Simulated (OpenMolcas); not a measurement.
**SnGeH6: a line through the functionals**

SnGeH6: 8 atoms, total charge 0, spin state singlet. As SMILES, `[GeH3][SnH3]`. Geometry: relaxed at PBE0-D4/def2-TZVP.

The vertical energy of the triplet above the singlet y, in eV, basis def2-SVP with a core potential; a is the functional's share of exact exchange. Programs: OpenMolcas 26.06.

```
functional     program     a  y (eV)
      BLYP  OpenMolcas     0    5.68
       PBE  OpenMolcas     0    5.73
     B3LYP  OpenMolcas   0.2    5.92
      PBE0  OpenMolcas  0.25       ?
     BHLYP  OpenMolcas   0.5    6.23
```

Task: Fit y = c + s·a to the known rows and predict PBE0.

Result: 
1. Means of the 4 rows: a = 0.1750, y = 5.890.
2. Σ(Δa)² = 0.1675, Σ(Δa·Δy) = 0.176, so the slope is 0.176/0.1675 = 1.0507.
3. Intercept: 5.890 − (1.0507) × 0.1750 = 5.706. The largest residual of the fit is 0.026.
4. PBE0: 5.706 + (1.0507) × 0.25 = 5.97 eV.

The run gave 5.99 eV, so the prediction is off by -0.02 eV, about the largest residual. The rows mix families of semi-local functionals, which the line can't see. Spin-orbit coupling is left out.
